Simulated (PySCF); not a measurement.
# Working out the ionisation energy of Kr⁺

Kr⁺ [Ar] 3d10 4s2 4p5 (2P) → Kr²⁺ [Ar] 3d10 4s2 4p4 (3P). Calculation: PySCF 2.14, in aug-cc-pVDZ-DK (6s5p3d, 36 functions); scalar relativity by spin-free X2C-1e. Frozen: [Ar] 3d10. Energies in hartree (1 hartree = 27.21139 eV):

| part | Kr⁺ (lower) | Kr²⁺ (upper) |
| --- | --- | --- |
| UHF | -2787.570266 | -2786.714897 |
| CCSD correlation | -0.112092 | -0.090639 |
| (T) | -0.001354 | -0.000945 |

Problem. What does Hartree-Fock give?

Solution. (-2786.714897) − (-2787.570266) = 0.855369 hartree = 23.276 eV.

Problem. What do CCSD and CCSD(T) give?

Solution. The CCSD correlation energies differ by 0.021453 hartree = 0.584 eV and the triples by 0.000409 hartree = 0.011 eV, so CCSD gives 23.860 eV and CCSD(T) 23.871 eV.

A first-order spin-orbit estimate adds -0.024 eV to CCSD(T) (valence), giving 23.847 eV against 24.360 eV (measured; NIST Atomic Spectra Database, ionization energies).

A double-zeta basis recovers only part of the correlation energy.

What remains against the reference includes basis incompleteness, the frozen core and higher excitations.
